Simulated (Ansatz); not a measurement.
Cs2I, relaxed as a doublet with UKS PBE-D4/def2-TZVP in Ansatz, starting from the GFN1-xTB geometry. Force threshold 0.02 eV/Å.

In the def2 sets Cs, I take a core potential; there is no spin–orbit coupling. The structure comes from a short search, and lower isomers may exist.

Start:

Cartesian coordinates in Å:
```
Cs 1.0851 -1.9547 -0.3800
Cs -1.3853 1.1844 -1.3559
I 0.3002 0.7703 1.7359
```

```csv
step,energy (eV),largest force component (eV/Å),SCF passes
1,-9200.5152,0.340,29
2,-9200.5527,0.255,30
3,-9200.6111,0.056,32
4,-9200.6130,0.057,32
5,-9200.6167,0.045,30
6,-9200.6177,0.005,32
```

Force components are those of the run's own axes.

End:

| atom | x (Å) | y (Å) | z (Å) |
| --- | --- | --- | --- |
| Cs1 | 1.311 | -2.190 | -0.219 |
| Cs2 | -1.582 | 1.488 | -1.358 |
| I3 | 0.271 | 0.702 | 1.577 |

By distances, no bond broke or formed. The bond that changes most is Cs1–I3, from 3.54 to 3.56 Å (atoms count from 1).

No frequencies were taken in this run, so the end may be a saddle point.

It took 15 s on 4 threads of Intel Xeon Platinum 8259CL on a shared host.
